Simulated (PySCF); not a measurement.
An unknown is described by computed data only.

Formula: C2H11B2N.

* Dipole: 2.80 D [wB97X-D/def2-SVPD]
* 1H NMR: chemical shifts (computed TMS as zero) by class: 2.38 (6 H), 1.65 (4 H), 0.07 (1 H) ppm [GIAO HF/pcSseg-2]
* Polarisability: 64.3 au [wB97X-D/def2-SVPD]
* NMR, other nuclei: isotropic shieldings of nuclei other than C and H, by class: 130 (2 B), 269 (1 N) ppm [GIAO HF/pcSseg-2]
* XPS: B1s 195.2 (×2), C1s 292.0 (×2), N1s 406.3 eV [ΔSCF SCAN, pcX-2 on the ionised atom, pcseg-1 elsewhere, spin-free X2C]
* UV, strongest line: among the 10 lowest singlet transitions: S8 at 9.45 eV (131 nm, f = 0.251) [TDDFT wB97X-D/def2-SVPD]
* Rotational structure: rotational constants A, B, C: 5.808, 4.930, 4.058 GHz [PBE0-D3(BJ)/def2-SVP]
* 13C NMR: chemical shifts (computed TMS as zero) by class: 49.0 (2 C) ppm [GIAO HF/pcSseg-2]
* Triplet: lowest triplet excitation (Tamm–Dancoff): 8.26 eV [TDA wB97X-D/def2-SVPD]
* Valence photoelectron: vertical ionisation energy: 10.90 eV [ΔSCF wB97X-D/def2-SVPD]

Electronic properties: PySCF, gas phase, density fitting. Levels stand in brackets. The structure is a single PBE0-D3(BJ)/def2-SVP conformer in the gas phase; no vibrational or solvent corrections. NMR classes are plain means over equivalent atoms (diastereotopic ones count apart unless rotation or inversion swaps them), as if these changed places fast.

Task: Give a SMILES that accounts for the data.

Result: Numbering: `[H+]1[BH2-:4][N+:2]([CH3:1])([CH3:3])[BH2-:6]1`. 2 carbons fall into 1 class: carbon bonded to N and 3 H [C1/C3] (49.0 ppm, 2 C). Hydrogen classes from least to most shielded: 6 H on 2 like atoms (carbon bonded to N and 3 H), C1/C3 (2.38 ppm), 4 H on 2 like atoms (boron bonded to N and 3 H), B4/B6 (1.65 ppm), 1 H on a site bridging 2 B, B4/B6 (0.07 ppm). The other shieldings belong to: 130 ppm, boron bonded to N and 3 H [B4/B6]; 269 ppm, nitrogen bonded to 2 B and 2 C [N2]. The core levels belong to: B1s 195.2 eV, boron bonded to N and 3 H [B4/B6]; C1s 292.0 eV, carbon bonded to N and 3 H [C1/C3]; N1s 406.3 eV, nitrogen bonded to 2 B and 2 C [N2]. The optimised geometry has point group C2v and is an asymmetric top. Structure: N-dimethylaminodiborane, `C[N+]1(C)[BH2-][H+][BH2-]1`. The assignments are read from this structure; whether some other isomer fits the data as well wasn't checked.
